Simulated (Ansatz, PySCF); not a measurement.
S₄, SMILES S=[S][S]=S (connectivity only; charge and spin as stated), neutral, multiplicity 1.

Geometry optimised at ωB97X-D3(BJ)/def2-SVP. Other conformers were not sampled.

Vertical ionisation energy (IE) and electron affinity (EA) in eV. Rows of orbital energies are one-electron estimates. Where ΔSCF, EOM or ADC give a negative EA the extra electron is unbound and the value depends on the basis.

```csv
level,IE,EA
"−ε(HOMO), −ε(LUMO), HF/def2-TZVPD (PySCF)",[?],[?]
"−ε(HOMO), −ε(LUMO), PBE/def2-TZVPD (PySCF)",6.09,4.69
ADC(2)/aug-cc-pVDZ (PySCF),8.38,2.04
"ΔSCF, CAM-B3LYP/def2-SVPD (Ansatz), final states of multiplicity 2 and 2",8.78,2.61
"ΔSCF, PBE/def2-SVPD (Ansatz), final states of multiplicity 2 and 2",8.96,2.07
```

Problem. Fill in the missing entries. (An estimate is asked for; the answer gives what the named calculation found.)

Solution. 
- −ε(HOMO), −ε(LUMO), HF/def2-TZVPD (PySCF), IE: 8.44
- −ε(HOMO), −ε(LUMO), HF/def2-TZVPD (PySCF), EA: 1.84

Problem. What vertical singlet–triplet gap does ΔSCF give with CAM-B3LYP/def2-SVPD (Ansatz, an electronic-structure program) and with PBE/def2-SVPD (Ansatz)? (An estimate is asked for; the answer gives what the named calculation found.)

Solution. 0.23 and 0.91 eV (triplet above singlet where positive).

Problem. Beyond the first one, list the lowest photoelectron lines from ADC(2)/aug-cc-pVDZ in PySCF with their pole strengths (two spins summed). (Estimate from the structure and the level; the computed values follow.)

Solution. 8.43 eV (1.65), 8.73 eV (1.61), 10.70 eV (1.58), 11.55 eV (1.64), 12.19 eV (1.50).
